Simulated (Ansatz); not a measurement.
A search over several starts for the lowest SCF solution of Na3Cl2 at the given spin, in a small basis.

```yaml
crystal:
  periodic: [false, false, false]
  atoms:
    - {symbol: Na, position_ang: [1.547798, 0.131642, 1.885575]}
    - {symbol: Na, position_ang: [-1.069221, 1.188696, -0.790800]}
    - {symbol: Na, position_ang: [0.462392, -2.361916, -0.402099]}
    - {symbol: Cl, position_ang: [-1.163786, -1.082366, -1.821697]}
    - {symbol: Cl, position_ang: [0.222817, 2.123944, 1.129011]}
basis:
  gaussian: {orbitals: def2-SVP, initial_orbitals: start.molden}
magnetization: {spin_polarized: true, initial_magnetization: 1}
hamiltonian: {xc: pbe0, dispersion: d4}
output: {orbitals: {seedname: orbitals}}
```

The file start.molden holds the orbitals of an earlier run on this structure, at another level or in another basis.

```sh
$ ansatz run in.yaml --threads 4 --pin off --events-out ev --progress --plain --max-ram 4787MiB
```

Shortened log:

```
Functional definition: PBE0
  name "PBE0"
  cite "Adamo & Barone, J. Chem. Phys. 110, 6158 (1999) doi:10.1063/1.478522"
  cite "Perdew, Burke & Ernzerhof, Phys. Rev. Lett. 77, 3865 (1996) doi:10.1103/PhysRevLett.77.3865"
  parent pbe
  parameter a = 0.25
  parameter kappa = 0.804
  parameter beta = 0.06672455060314922
  exchange = (1 - a)*pbe_x(kappa = kappa, mu = beta*pi^2/3) + a*exact_x
  correlation = pbe_c(beta = beta)
721 factors; integrals over basis functions are off by at most 5.2e-4 eV
mean field evaluation 1: about -38265.3353 eV, gradient 4.1e1 eV
mean field evaluation 2: about -38269.4767 eV, gradient 5.2e0 eV
mean field evaluation 4: about -38270.6686 eV, gradient 2.5e-1 eV
mean field evaluation 8: about -38270.7670 eV, gradient 2.2e-5 eV
mean field evaluation 16: about -38270.7630 eV, gradient 3.9e-1 eV
mean field -38270.76697091 eV, -1406.4247453235 hartree, gradient 2.4e-5 eV, S^2 0.750141; 1 other end points of the search recorded, 0 dependent functions left out
reference -38270.76702143 eV, -1406.4247471801 hartree; 34, 33 occupied and 47, 48 virtual orbitals, 721 factors
Total energy: -38270.86131374 eV, -1406.4282123584 hartree
```

It took 2.8 s on 4 threads of Arm Neoverse V2 on a shared host.

Another isomer (doublet) lies 0.02 eV lower at PBE0-D4/def2-TZVP; other spin states weren't run for this one.
